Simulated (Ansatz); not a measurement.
Several settings on one geometry of `C[Si](C)(C)C#Cc1ccc(-c2ccc(-c3ccc(C#C[Si](C)(C)C)cc3)cc2)cc1` (that of the charge 0 singlet, PBE-D4/def2-SVP). Ansatz on 2 threads of AMD EPYC 7R13 on a shared host and a share (18 GiB) of an NVIDIA H100 80GB HBM3; times are rough.

```xyz
60

C   -10.747    2.320   -0.818
Si  -10.260    0.602   -0.195
C   -10.912    0.325    1.558
C   -10.920   -0.734   -1.360
C    -8.415    0.494   -0.160
C    -7.181    0.421   -0.137
C    -5.759    0.337   -0.110
C    -4.957    1.411   -0.575
C    -3.564    1.324   -0.545
C    -2.908    0.170   -0.055
C    -1.430    0.083   -0.026
C    -0.631    1.229    0.193
C     0.763    1.147    0.222
C     1.430   -0.084    0.028
C     2.908   -0.171    0.056
C     3.602   -1.101   -0.754
C     4.995   -1.186   -0.732
C     5.759   -0.338    0.110
C     7.182   -0.421    0.137
C     8.416   -0.493    0.161
Si   10.260   -0.601    0.194
C    10.764   -1.931    1.441
C    10.951    1.082    0.712
C    10.865   -1.060   -1.537
C     5.068    0.596    0.924
C     3.675    0.674    0.894
C     0.631   -1.230   -0.194
C    -0.763   -1.149   -0.218
C    -3.713   -0.898    0.407
C    -5.106   -0.822    0.384
H   -11.852    2.423   -0.853
H   -10.349    3.112   -0.152
H   -10.352    2.500   -1.838
H   -12.021    0.382    1.574
H   -10.613   -0.672    1.940
H   -10.517    1.091    2.255
H   -10.621   -1.744   -1.015
H   -12.028   -0.698   -1.404
H   -10.529   -0.594   -2.388
H    -5.448    2.313   -0.969
H    -2.967    2.161   -0.937
H    -1.116    2.203    0.364
H     1.352    2.063    0.380
H     3.036   -1.753   -1.436
H     5.516   -1.909   -1.377
H    11.869   -2.022    1.486
H    10.397   -1.683    2.457
H    10.347   -2.919    1.159
H    12.060    1.055    0.744
H    10.584    1.369    1.718
H    10.645    1.874   -0.002
H    11.972   -1.136   -1.556
H    10.559   -0.296   -2.281
H    10.447   -2.036   -1.858
H     5.646    1.254    1.590
H     3.164    1.389    1.555
H     1.115   -2.209   -0.330
H    -1.351   -2.059   -0.409
H    -3.233   -1.799    0.819
H    -5.714   -1.659    0.757
```

Totals from different functionals, basis sets or treatments of relativity can't be compared as stabilities.

HSE06 is defined as in plane-wave codes, on full-range PBE exchange. Correlated methods freeze 38 core orbitals.

The spins typed aren't always the lowest for that charge.

Q: Give the basis size and estimate the energy, ⟨S²⟩, dipole and time of these runs.

```tsv
run	method	charge	state	further keys
1	RKS B2PLYP/def2-SVP	0	singlet	fitting: {mean_field: def2-universal-jkfit}; forces asked
2	RKS HSE06/def2-mTZVP	0	singlet	fitting: {mean_field: def2-universal-jkfit}; scf: {omitted_lower_state_checks: [starts]}; forces asked
3	UKS LDA (SPW92)/def2-mTZVP	0	triplet	fitting: {mean_field: def2-universal-jkfit}; scf: {omitted_lower_state_checks: [starts]}; forces asked
4	UKS ωB97X/def2-SVPD	0	triplet	fitting: {mean_field: def2-universal-jkfit}; nuclear_model: gaussian; scf: {omitted_lower_state_checks: [starts]}; forces asked
```

A: 
```
run  functions  energy (Eh)  ⟨S²⟩  dipole (D)  wall time
  1        578   -1661.6090     –        0.01       45 s
  2        666   -1662.6967     –        0.01       31 s
  3        666   -1651.8808  2.00        0.03       25 s
  4        848   -1662.6966  2.10        0.01       86 s
```
